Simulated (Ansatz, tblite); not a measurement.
Forces on In₁₂Sb₁₂H₃₂, a nanocrystal cut from zinc blende InSb (hydrogen-capped) at its r2SCAN-D4/def2-SVP geometry. The state is a singlet with charge 0.

In the def2 sets In, Sb take a core potential; there is no spin–orbit coupling. The xTB rows come from tblite. Single mean-field runs in def2-TZVP are fitted with def2-universal-jkfit.

GFN1-xTB (tblite), largest force 1.20 eV/Å:

```xyz
56
positions Å, forces eV/Å
In    5.601    0.689    0.532   -1.004    0.275   -0.284
In    1.598   -5.803    0.759   -0.257    0.799   -0.219
In   -2.545   -3.151    3.142    0.088    1.043   -0.466
In    2.280    3.797    2.426   -0.624   -0.680   -0.263
In   -2.304    1.712    3.737    0.745   -0.021   -0.615
In    1.287   -0.655    1.965    0.088   -0.017    0.049
In    2.375   -0.770   -2.738   -0.114    0.755    0.930
In   -1.748   -2.117   -0.975   -0.002   -0.147   -0.162
In   -0.767    2.232   -0.623    0.012    0.090   -0.046
In    3.278    3.952   -2.396   -0.238   -0.802    0.682
In   -5.106    0.448   -0.085    0.949   -0.167    0.619
In   -3.099    0.797   -5.156    0.471   -0.221    0.695
Sb    2.441   -3.291    1.948   -0.570   -0.054   -0.339
Sb    3.373    1.189    2.376    0.364    0.170   -0.375
Sb    4.144    1.277   -1.861   -0.247    0.063    0.267
Sb   -0.967   -0.787    3.663   -0.424   -0.244   -0.229
Sb   -0.522   -4.715   -0.915    0.344    0.314    0.479
Sb   -3.870   -2.000    0.840   -0.110    0.354    0.483
Sb   -0.111    3.540    4.035    0.057   -0.422   -0.516
Sb    1.315    4.081   -0.217    0.516   -0.045   -0.182
Sb   -3.052    2.143    1.036   -0.262   -0.472   -0.024
Sb    0.380   -0.329   -0.670    0.450   -0.047   -0.411
Sb   -2.695   -1.663   -3.650    0.122    0.623    0.199
Sb   -1.732    2.576   -3.311   -0.167   -0.620    0.169
H     6.737    1.938    0.892    0.285   -0.015    0.086
H     5.845   -1.020    0.666    0.255   -0.113    0.061
H     2.849   -6.267   -0.324    0.147   -0.270    0.004
H     0.783   -6.657    2.008    0.070   -0.249    0.077
H    -3.647   -3.423    4.438   -0.103   -0.290    0.175
H    -1.434   -4.284    2.422    0.081   -0.312    0.031
H     3.238    5.074    3.089    0.462    0.599    0.301
H    -3.523    1.926    4.943   -0.601    0.089    0.576
H     2.961   -2.363   -2.370    0.052   -0.325   -0.187
H     1.523   -0.340   -4.189   -0.068   -0.158   -0.338
H     4.487    5.099   -1.944    0.104    0.240   -0.143
H     2.290    3.978   -3.817    0.040    0.189   -0.210
H    -6.609    0.739    0.706   -0.333    0.034   -0.115
H    -4.783    0.421   -1.797   -0.164    0.032   -0.278
H    -4.773    1.150   -4.987   -0.158    0.070   -0.208
H    -2.085    0.664   -6.537   -0.086    0.058   -0.290
H     2.838   -3.631    3.573    0.230    0.027   -0.224
H     4.039   -2.992    1.442   -0.121   -0.153    0.285
H     3.808    0.908    4.004   -0.023    0.022    0.029
H     5.416    1.161   -2.999   -0.022    0.019    0.040
H    -0.312   -0.925    5.234   -0.035    0.003    0.008
H    -1.826   -5.812   -0.861    0.189   -0.009   -0.241
H    -0.119   -5.025   -2.543   -0.181   -0.182    0.181
H    -4.804   -3.266    0.170    0.014    0.019    0.010
H     0.375    3.433    5.667   -0.152    0.236   -0.071
H    -0.805    5.091    4.180    0.099   -0.117    0.245
H     0.490    5.576   -0.183   -0.015    0.012    0.039
H    -3.638    3.747    1.045   -0.022   -0.015    0.024
H    -1.761   -2.721   -4.609   -0.313    0.006    0.015
H    -4.134   -2.570   -3.763    0.234   -0.071   -0.185
H    -0.370    3.205   -4.116   -0.320    0.126    0.035
H    -2.614    4.037   -3.302    0.270   -0.030   -0.174
```

PBE-D4/def2-TZVP (Ansatz), largest force 0.17 eV/Å:

```
In -0.016 -0.005 -0.010
In 0.001 -0.006 -0.002
In 0.019 -0.016 -0.006
In -0.027 -0.037 -0.020
In 0.025 -0.004 -0.025
In -0.016 0.032 0.018
In 0.002 0.005 0.004
In -0.015 0.007 0.020
In 0.002 0.009 0.039
In -0.007 -0.018 0.001
In 0.004 0.005 -0.025
In -0.001 -0.002 -0.005
Sb -0.126 0.027 -0.069
Sb -0.032 0.013 -0.131
Sb -0.121 0.010 0.107
Sb -0.045 0.002 -0.138
Sb 0.044 0.112 0.089
Sb 0.064 0.111 0.073
Sb 0.026 -0.101 -0.133
Sb 0.062 -0.120 -0.012
Sb 0.053 -0.135 -0.016
Sb 0.032 0.012 -0.012
Sb 0.044 0.109 0.089
Sb -0.016 -0.126 0.068
H 0.033 0.049 0.016
H -0.009 -0.060 0.007
H 0.048 -0.010 -0.044
H -0.034 -0.015 0.043
H -0.030 -0.001 0.030
H 0.035 -0.011 -0.030
H 0.039 0.054 0.029
H -0.053 0.006 0.049
H 0.009 -0.043 0.023
H -0.034 0.017 -0.032
H 0.040 0.039 0.024
H -0.046 -0.009 -0.040
H -0.034 0.005 0.024
H 0.029 -0.003 -0.037
H -0.053 0.011 0.020
H 0.045 -0.006 -0.049
H 0.025 -0.009 0.059
H 0.077 0.011 -0.014
H 0.016 -0.014 0.085
H 0.067 -0.005 -0.058
H 0.034 -0.001 0.078
H -0.055 -0.047 -0.008
H 0.016 -0.025 -0.064
H -0.046 -0.067 -0.038
H 0.022 0.002 0.090
H -0.036 0.084 0.017
H -0.047 0.074 0.006
H -0.025 0.082 0.004
H 0.029 -0.042 -0.047
H -0.054 -0.046 -0.008
H 0.057 0.038 -0.038
H -0.024 0.059 -0.003
```

r2SCAN-D4/def2-TZVP (Ansatz), largest force 0.14 eV/Å:

```
In -0.001 -0.005 0.000
In 0.004 -0.018 0.001
In -0.001 -0.016 0.002
In -0.001 -0.011 -0.012
In 0.007 0.003 -0.003
In 0.002 0.006 -0.008
In 0.001 0.006 0.006
In -0.006 0.002 0.007
In 0.010 -0.004 0.001
In -0.003 -0.001 -0.003
In -0.012 -0.001 -0.011
In -0.008 0.001 -0.016
Sb 0.093 0.006 0.061
Sb -0.019 -0.003 0.054
Sb 0.038 -0.012 -0.044
Sb 0.017 0.001 0.038
Sb -0.051 -0.052 -0.085
Sb -0.004 -0.038 -0.039
Sb -0.010 0.059 0.075
Sb -0.042 0.030 0.024
Sb -0.011 0.040 0.003
Sb -0.024 0.003 0.023
Sb -0.015 -0.107 -0.039
Sb 0.022 0.107 -0.030
H -0.061 -0.069 -0.020
H -0.013 0.098 -0.010
H -0.067 0.025 0.060
H 0.049 0.054 -0.075
H 0.077 0.017 -0.089
H -0.061 0.073 0.039
H -0.049 -0.064 -0.033
H 0.061 -0.013 -0.062
H -0.036 0.088 -0.020
H 0.045 -0.026 0.082
H -0.066 -0.063 -0.026
H 0.058 -0.003 0.081
H 0.103 -0.019 -0.056
H -0.010 0.003 0.102
H 0.101 -0.021 -0.008
H -0.055 0.008 0.075
H -0.027 0.033 -0.132
H -0.124 -0.031 0.047
H -0.034 0.019 -0.108
H -0.080 0.010 0.074
H -0.041 0.017 -0.109
H 0.098 0.086 -0.011
H -0.031 0.014 0.131
H 0.065 0.082 0.039
H -0.033 0.010 -0.109
H 0.048 -0.104 -0.007
H 0.052 -0.103 0.001
H 0.048 -0.107 0.003
H -0.081 0.086 0.068
H 0.115 0.065 0.010
H -0.116 -0.045 0.059
H 0.079 -0.116 0.000
```
